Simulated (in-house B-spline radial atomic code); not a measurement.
## Ionising the tin ion Sn⁴⁺ with different functionals

Computed with a radial B-spline atomic code at the basis-set limit: non-relativistic Hamiltonian, point nucleus, spin-polarised at highest spin, spherical fractional occupations for the functionals, the average over the highest-spin determinants for Hartree-Fock. The ionisation energy is the difference of two self-consistent energies, [Kr] 4d10 → [Kr] 4d9, without Breit or QED terms; ε is the level of the shell that loses the electron (its least bound occupied spin orbital). There is no spin-orbit coupling in this Hamiltonian.

Hybrids are left out here: with spherical fractional occupations of an open shell their exact exchange keeps a self-interaction that integer-occupation calculations don't have.

```tsv
method	rung	ΔSCF (eV)	-ε(4d) (eV)
Hartree-Fock	Hartree-Fock	76.45	78.27
LDA VWN5	LDA	77.86	68.66
LDA PW92	LDA	77.85	68.65
LDA exchange-only	LDA	75.95	66.82
PBE	GGA	77.63	68.43
PBEsol	GGA	?	?
BLYP	GGA	77.45	68.27
RPBE	GGA	77.56	68.37
PW91	GGA	77.72	68.53
BP86	GGA	77.69	68.49
AM05	GGA	?	?
OLYP	GGA	77.96	68.74
TPSS	meta-GGA	77.61	68.43
SCAN	meta-GGA	78.08	68.97
r2SCAN	meta-GGA	78.14	69.02
M06-L	meta-GGA	78.02	68.86
revTPSS	meta-GGA	77.54	68.36
```

(1) What does AM05 give?

(2) What does PBEsol give?

(3) How do they compare with the NIST value?

Answers

(1) ΔSCF 77.61 eV, and -ε(4d) = 68.40 eV.

(2) ΔSCF 77.60 eV, and -ε(4d) = 68.40 eV.

(3) NIST lists 77.03 eV ± 0.04 (measured, ground level to ground level). Errors run from -1.08 to +1.11 eV; BLYP is closest (+0.42 eV), but part of that can be cancellation, since the calculations leave out relativity, Breit-QED terms, multiplet and fine-structure energies. Hartree-Fock also lacks correlation.
